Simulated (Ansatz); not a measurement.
Abridged output of a molecular run in Ansatz:

```
Functional definition: HF
1836 factors; integrals over basis functions are off by at most 1.1e-3 eV
mean field evaluation 1: about -16595.4009 eV, gradient 3.9e1 eV
mean field evaluation 2: about -16595.6602 eV, gradient 3.9e1 eV
mean field evaluation 4: about -16599.4811 eV, gradient 4.8e0 eV
mean field evaluation 8: about -16599.5635 eV, gradient 3.2e-1 eV
mean field evaluation 16: about -16599.5640 eV, gradient 1.8e-6 eV
mean field -16599.56399448 eV, -610.0227252084 hartree, gradient 1.8e-6 eV, S^2 0.000000; 0 other end points of the search recorded, 0 dependent functions left out
12 core orbitals not correlated: weight in the atoms' cores, before any rotation towards them, 1.000 or more for the frozen orbitals, at most 0.000 for the correlated occupied ones
reference -16599.56399448 eV, -610.0227252084 hartree; 19, 19 occupied and 252, 252 virtual orbitals, 1836 factors
second order -26.34147201 eV of doubles, -0.00000000 eV of singles
cycle   1  -26.51075068 eV  change   -1.7e-1 eV  update   1.3e-1
cycle   2  -27.24972642 eV  change   -7.4e-1 eV  update   3.9e-2
cycle   3  -27.40601054 eV  change   -1.6e-1 eV  update   2.2e-2
cycle   4  -27.39246860 eV  change    1.4e-2 eV  update   6.2e-3
cycle   5  -27.38887582 eV  change    3.6e-3 eV  update   2.8e-3
cycle   6  -27.38975926 eV  change   -8.8e-4 eV  update   8.5e-4
cycle   7  -27.38943338 eV  change    3.3e-4 eV  update   3.9e-4
cycle   8  -27.38933105 eV  change    1.0e-4 eV  update   1.3e-4
cycle   9  -27.38940072 eV  change   -7.0e-5 eV  update   6.5e-5
cycle  10  -27.38940635 eV  change   -5.6e-6 eV  update   1.8e-5
perturbative correction -1.00371681 eV, -0.0368859126 hartree
Total energy: -16627.95711764 eV, -611.0661532391 hartree
```

Its atoms:

Z-matrix (Å, degrees):
```
Sn
Al 1 2.644
H 1 1.710 2 111.5
H 1 1.709 2 112.2 3 119.7
H 1 1.711 2 112.4 3 -119.7
O 2 1.704 1 113.1 3 -69.6
H 2 1.584 1 128.3 3 109.3
C 6 1.344 2 135.6 1 -173.6
C 8 1.327 6 125.8 2 41.9
H 8 1.088 6 113.1 2 -139.5
H 9 1.081 8 119.7 6 179.2
H 9 1.084 8 122.1 6 -0.4
```

Problem. Which basis set was used?
A. def2-TZVPP
B. def2-TZVPPD
C. def2-QZVPP
D. def2-SVP

Solution. A. It gives 283 functions.

Problem. Write the keys of the input that set method, charge and spin (a neutral closed shell needs none for the last two).

Solution. 
```yaml
correlation: {method: ccsd_t}
```
